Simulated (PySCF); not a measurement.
C₃H₆BBr, SMILES C=CB(C)Br.

Coordinates come from a PBE0-D3(BJ)/def2-SVP optimisation. One conformer was computed; it need not be the lowest.

Two levels are set side by side: PBE/def2-TZVP (PySCF) and CAM-B3LYP/def2-TZVP (PySCF). Same geometry, gas phase. Differences are taken from unrounded values.

```tsv
quantity	CAM-B3LYP
orbital gap (eV)	8.42
highest occupied level (eV)	-9.26
lowest empty level (eV)	-0.84
dipole moment (D)	2.19
mean polarisability (bohr³)	71.0
```

Task: What does PBE give, and how far is it from CAM-B3LYP? (Estimate from the structure and the level; the computed values follow.)

Result: 
```json
[
 {"quantity": "orbital gap (eV)", "PBE": "3.76", "PBE minus CAM-B3LYP": "-4.66"},
 {"quantity": "highest occupied level (eV)", "PBE": "-6.64", "PBE minus CAM-B3LYP": "2.63"},
 {"quantity": "lowest empty level (eV)", "PBE": "-2.88", "PBE minus CAM-B3LYP": "-2.03"},
 {"quantity": "dipole moment (D)", "PBE": "1.97", "PBE minus CAM-B3LYP": "-0.22"},
 {"quantity": "mean polarisability (bohr³)", "PBE": "74.5", "PBE minus CAM-B3LYP": "3.5"}
]
```

PBE's occupied levels lie high since its potential decays too fast outside the molecule; exact exchange lowers them and widens the gap. PBE's more diffuse valence density responds more strongly to a field. Differences between two approximate levels are no errors against the true value.

Rough cost on one machine, each run with all the roots and properties that it gave: CAM-B3LYP against PBE within a factor of 2.
